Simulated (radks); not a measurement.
Results of a calculation; reference values are marked as such.
Question: All-electron atom: Sc+ in [Ar] 3d1 4s1. Level of theory: non-relativistic Kohn-Sham, PBE, spin-polarised, spherical densities, point nucleus; open shells are filled with parallel spins first (a radial shooting solver on a logarithmic mesh with Libxc functionals). Some entries of the table are withheld. Estimate them.

orbital,occ.,eigenvalue (eV),<r^2> (bohr^2),<r> (bohr)
1s up,1,-4377.822,0.007271,0.07360
1s down,1,-4377.796,0.007271,0.07360
2s up,1,-476.5922,0.1417,0.3461
2s down,1,-476.3322,0.1416,0.3460
2p up,3,-394.7473,0.1176,0.3086
2p down,3,-394.5418,0.1175,0.3085
3s up,1,(1),1.351,1.082
3s down,1,(2),1.346,1.080
3p up,3,-40.9816,1.615,1.171
3p down,3,-39.9975,1.604,1.167
3d up,1,(3),3.748,1.693
4s up,1,-10.1710,12.63,(4)
3d down,0,(5),3.501,1.643

Answer: 
(1) 3s up eigenvalue (eV): -61.7914
(2) 3s down eigenvalue (eV): -60.8395
(3) 3d up eigenvalue (eV): -10.5629
(4) 4s up <r> (bohr): 3.338
(5) 3d down eigenvalue (eV): -9.3928
